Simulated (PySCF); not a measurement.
**AsH₂ + 2 HCl → AsH₄ + Cl₂**

Level: PBE0 in the def2-TZVP basis family, all electrons, no relativity, computed in PySCF with density fitting; open shells unrestricted.

| species | state and structure | E (Eh) | ZPE (kJ/mol) | H(298 K) − H(0) (kJ/mol) | S° (J/(mol K)) |
| --- | --- | --- | --- | --- | --- |
| AsH₂ | doublet, C2v, As–H 1.526 Å (×2); H–As–H 90.7° | -2236.76162 | 32.4 | 10.0 | 225.3 |
| HCl | singlet, C∞v, H–Cl 1.279 Å | -460.66440 | 17.9 | 8.7 | 186.6 |
| AsH₄ | doublet, C2v, As–H 1.511 Å (×2), As–H 1.654 Å (×2); H–As–H 92.2° (×4), H–As–H 96.5°, H–As–H 173.2° | -2237.89559 | 69.1 | 11.0 | 239.7 |
| Cl₂ | singlet, D∞h, Cl–Cl 1.982 Å | -920.08940 | 3.5 | 9.1 | 222.5 |

Q: What is the electronic reaction energy?

A: At PBE0/def2-TZVP, ΔE = 276.8 kJ/mol from the differences of the total energies times 2625.5, uphill. 

Q: Add zero-point, thermal and entropy terms for 298.15 K and 1 bar.

A: ΔZPE = 4.4 and Δ[H(298) − H(0)] = -7.3 kJ/mol give ΔH° = 273.9 kJ/mol. ΔS° = -136.3 J/(mol K), so ΔG° = 273.9 − 298.15 × (-0.1363) = 315 kJ/mol.

Each species is the lowest minimum found with this bonding; other isomers or fragments can lie lower.
